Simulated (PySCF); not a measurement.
# Which determinant of KGa lies lowest?

Unrestricted PBE0; basis K pcseg-1, Ga pcseg-1; no relativity; PySCF 2.14. Outer shells of the fragments: K 4s1; Ga 3d10 4s2 4p1.

Followed along the bond (rough minima from three points):

```tsv
2Ms+1	unpaired	⟨S²⟩ at the start	R at minimum (Å)	Te (eV)
3	σ ↑, π ↑	2.00	3.33	0.00
1	none	0.00	3.63	0.10
1	σ ↓, π ↑	1.01	3.41	0.19
3	π ↑↑	2.00	2.92	0.50
1	π ↑↓	1.01	2.93	0.70
```

Solutions found at the starting distance of 3.150 Å, counted from the lowest of them; the search is not exhaustive and high or unbound solutions are not listed, so other states can lie among these:

```tsv
2Ms+1	unpaired	term	E (eV)	⟨S²⟩	⟨Lz²⟩	μ (D)
3	σ ↑, π ↑	³Π	0.00	2.00	1.00	-6.55
1	σ ↓, π ↑	mixed	0.20	1.01	1.01	-5.77
1	none	¹Σ⁺	0.26	0.00	0.00	-3.87
3	π ↑↑	³Σ⁻	0.54	2.00	0.00	-9.67
1	π ↑↓	mixed	0.74	1.01	2.02	-9.48
3	σ ↑↑	³Σ⁺	0.98	2.00	0.00	3.48
3	π ↑↑	mixed	2.79	2.00	2.01	1.72
```

A term symbol is given only where ⟨S²⟩ and ⟨Lz²⟩ are close to those of a pure state; real π, δ and φ orbitals otherwise mix terms. A positive dipole means K(−)Ga(+).

Q: Compare the gap between the two lowest followed solutions at the starting distance with the gap between their minima.

A: At PBE0 the second solution (singlet, closed shell) lies +0.26 eV from the first (triplet, unpaired electrons σ ↑, π ↑) at 3.150 Å and +0.10 eV at the minima; the two curves relax by different amounts, since their minima lie near 3.63 and 3.33 Å.

Spin–orbit coupling is left out. Counting both spins, an empty level lies below a filled one in some of these solutions, because spin and occupation are held.
